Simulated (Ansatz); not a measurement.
Computed with Ansatz on PBE0-D4/def2-TZVP structures; ΔE is electronic, products minus reactants. CCSD(T)/CBS is the MP2 limit (def2-TZVPP, def2-QZVPP) plus CCSD(T) − MP2 in def2-TZVPP, frozen cores. DFT in def2-TZVPP. HSE06 is defined as in plane-wave codes. Elements past krypton have def2 core potentials. For Br, In outer-core shells are correlated without core-valence functions, which leaves a few kJ/mol of doubt a bond. Scalar relativity is left out up to krypton. One conformer a species, not always the lowest.

Consider the redistribution: `[F][In]([F])[Br]` + `COBO` → `[OH][In]([F])[Br]` + `COBF`.

(1) Is it downhill or uphill in electronic energy at CCSD(T)/CBS, and by how much? (An estimate is asked.)

(2) What do these levels give: r2SCAN-D4, HSE06-D4, MP2/def2-SVP, HF/def2-TZVPP, HF/def2-QZVPP, CCSD/CBS(def2)? (Estimate.)

(3) What do rigid-rotor, harmonic-oscillator terms from PBE0-D4/def2-TZVP frequencies (298.15 K, 1 bar) make of the CCSD(T)/CBS value? (Estimate.)

Largest T1 diagnostic among the species: 0.014.

Results:

(1) Ansatz gave: Uphill: ΔE = +5.8 kJ/mol.

(2) Computed: r2SCAN-D4 9.0, HSE06-D4 9.6, MP2/def2-SVP 15.7, HF/def2-TZVPP 11.2, HF/def2-QZVPP 12.8, CCSD/CBS(def2) 6.5 kJ/mol.

(3) Ansatz gave: ΔZPE = -2.4 kJ/mol, ΔH = +4.0 kJ/mol, ΔS = 9 J/(mol·K), ΔG = +1.4 kJ/mol.

In def2-TZVPP, CCSD(T) changes the Hartree–Fock value by −7.3 kJ/mol (the triples alone add −0.8 kJ/mol) and MP2 by −9.2 kJ/mol. At CCSD(T), def2-SVP lies +10.0 kJ/mol from the extrapolated value and def2-TZVPP −1.8 kJ/mol.
